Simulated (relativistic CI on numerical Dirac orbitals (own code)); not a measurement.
**Mn⁴⁺: resonant inelastic scattering at the L2,3 edge**

Computed with this model: Dirac-Coulomb-Breit CI, separate exchange-only KLI orbitals for each configuration, a model potential for QED, valence Slater integrals scaled by 0.8, Kramers-Heisenberg scattering through one core-hole configuration in a parametric crystal field; configurations [Ar] 3d3 → [He] 2s2 2p5 3s2 3p6 3d4; 300 K; core-hole width 0.24 eV; summed over polarisations. Incident energies are the highest absorption maxima for each field (at most a few, so the weaker spin-orbit partner edge can be absent), on the computed scale of the free ion. Intensities are in per cent of the strongest line above 0.02 eV; levels within 1 cm⁻¹ are merged; final levels count from the ground level, the first row holds all elastic scattering, lines under 0.4 are left out and each table stops after 24 rows. The scale of the Slater integrals is a model choice and moves the terms in proportion.

Field parameters in Wybourne normalisation: Oh B⁴₀ = 21Dq, B⁴₄ = √(5/14) B⁴₀. The field is a parameter set, without covalency.

S is read from ⟨S²⟩ = S(S + 1).

Oh, 10Dq = 5000 cm⁻¹:

```tsv
Final level (eV)	Degeneracy	Irrep	S	648.1 eV	648.9 eV	659.7 eV
0.000	4	Γ8	1.50	996.4	232.9	240.0
0.606	2	Γ7	1.50	24.2	32.5	9.9
0.617	4	Γ8	1.50	55.7	60.3	100.0
0.629	4	Γ8	1.50	33.3	98.6	25.0
0.638	2	Γ6	1.50	3.7	19.8	28.6
1.052	2	Γ7	1.50	10.2	45.6	4.7
1.059	4	Γ8	1.50	15.7	44.4	16.9
1.111	4	Γ8	1.50	7.5	34.4	26.5
1.141	2	Γ6	1.50	1.8	10.6	21.9
2.272	4	Γ8	0.50	6.1	14.7	36.2
2.367	4	Γ8	0.51	2.6	14.7	63.4
2.384	2	Γ6	0.50	0.6	6.1	8.6
2.640	2	Γ6	0.52	0.5	6.0	2.8
2.715	2	Γ6	1.48	2.1	27.2	4.7
2.725	2	Γ7	0.52	2.8	6.0	8.0
2.730	4	Γ8	1.44	4.5	31.9	10.3
2.759	4	Γ8	0.61	5.6	26.5	96.5
2.784	4	Γ8	1.48	3.9	8.1	26.0
2.785	2	Γ7	1.49	7.5	10.1	21.9
3.104	4	Γ8	0.51	3.3	5.3	10.9
3.107	2	Γ6	0.51	3.6	3.9	10.8
3.140	2	Γ7	0.50	1.5	3.5	53.6
3.182	4	Γ8	0.52	1.6	2.7	59.3
3.403	4	Γ8	0.50	2.0	2.8	74.1
```

Oh, 10Dq = 11300 cm⁻¹:

| Final level (eV) | Degeneracy | Irrep | S | 648.2 eV | 649 eV | 649.2 eV |
| --- | --- | --- | --- | --- | --- | --- |
| 0.000 | 4 | Γ8 | 1.50 | 1257.0 | 554.8 | 653.0 |
| 1.384 | 2 | Γ7 | 1.50 | 34.7 | 33.1 | 30.6 |
| 1.394 | 4 | Γ8 | 1.50 | 100.0 | 22.8 | 59.2 |
| 1.409 | 4 | Γ8 | 1.50 | 5.9 | 27.8 | 35.7 |
| 1.415 | 2 | Γ6 | 1.50 | 2.1 | 4.2 | 36.9 |
| 2.265 | 2 | Γ7 | 1.50 | 23.3 | 2.8 | 14.6 |
| 2.268 | 4 | Γ8 | 1.48 | 23.6 | 28.3 | 37.9 |
| 2.299 | 4 | Γ8 | 1.44 | 22.0 | 21.6 | 42.6 |
| 2.331 | 2 | Γ6 | 1.48 | 3.4 | 8.9 | 10.8 |
| 2.358 | 4 | Γ8 | 0.54 | 17.3 | 37.4 | 20.4 |
| 2.490 | 4 | Γ8 | 0.62 | 16.0 | 10.9 | 14.3 |
| 2.504 | 2 | Γ6 | 0.54 | 7.7 | 10.0 | 12.8 |
| 3.259 | 4 | Γ8 | 0.50 | 8.0 | 20.4 | 38.3 |
| 3.276 | 2 | Γ7 | 0.51 | 14.2 | 1.8 | 10.4 |
| 3.411 | 2 | Γ6 | 0.51 | 3.0 | 4.3 | 7.6 |
| 3.770 | 2 | Γ7 | 0.51 | 11.3 | 8.2 | 4.4 |
| 3.776 | 4 | Γ8 | 0.51 | 6.3 | 8.9 | 14.3 |
| 3.829 | 2 | Γ6 | 1.14 | 1.9 | 12.3 | 18.1 |
| 3.834 | 4 | Γ8 | 1.27 | 9.4 | 10.3 | 12.8 |
| 3.897 | 2 | Γ6 | 1.01 | 1.9 | 5.5 | 18.8 |
| 3.901 | 4 | Γ8 | 1.49 | 3.9 | 4.9 | 7.2 |
| 3.906 | 2 | Γ7 | 1.49 | 2.3 | 5.2 | 7.7 |
| 3.959 | 4 | Γ8 | 0.86 | 10.9 | 8.2 | 16.5 |
| 4.190 | 4 | Γ8 | 0.52 | 2.7 | 5.7 | 5.5 |

For the first field the strongest loss at the lowest incident energy is the level at 0.62 eV (S = 1.50, against 1.50 in the thermal ground state). Levels of other spin, the first over 8 % at 2.27 eV, appear because spin-orbit coupling of the core hole, and in heavier ions of the valence shell too, mixes spins.
